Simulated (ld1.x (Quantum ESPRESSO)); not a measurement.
# Reading a pseudo-wave (nickel (Ni))

Columns: radius, all-electron u(r) and pseudo u(r) of the 4p shell (level -1.71 eV) of nickel in the configuration [Ar] 3d8 4s1.5 4p0.5; PBE, scalar-relativistic, TM scheme, ld1.x (Quantum ESPRESSO) 7.5.

```
r (bohr)  all-electron  pseudo
   0.118        0.1020  0.0026
   0.235        0.0321  0.0100
   0.353       -0.0875  0.0219
   0.470       -0.1593  0.0374
   0.588       -0.1738  0.0558
   0.705       -0.1466  0.0759
   0.822       -0.0959  0.0972
   0.940       -0.0337  0.1197
   1.058        0.0314  0.1437
   1.175        0.0943  0.1694
   1.292        0.1532  0.1979
   1.410        0.2075  0.2300
   1.528        0.2562  0.2651
   1.645        0.2991  0.3014
   1.763        0.3370  0.3372
   1.880        0.3696  0.3696
   1.998        0.3979  0.3979
   2.115        0.4217  0.4217
   2.232        0.4418  0.4418
   2.350        0.4584  0.4584
   2.468        0.4718  0.4718
   2.585        0.4822  0.4822
   2.702        0.4899  0.4899
   2.820        0.4954  0.4954
   2.938        0.4987  0.4987
   3.055        0.5000  0.5000
```

**Question.** How many radial nodes do the two functions have?

**Answer.** The all-electron 4p function has n − l − 1 = 2; the pseudo-wave has 0, since the states of the same l below it are removed with the core.

**Question.** At about which radius was the pseudo-wave matched?

**Answer.** 1.95 bohr. The columns agree to 0.0005 from 1.76 bohr on; several derivatives are matched, so the curves merge somewhat inside the radius.

**Question.** Is the pseudo-wave norm-conserving?

**Answer.** Yes: the TM scheme keeps the norm inside the radius equal to the all-electron one, which fixes the energy derivative of the logarithmic derivative at the level.
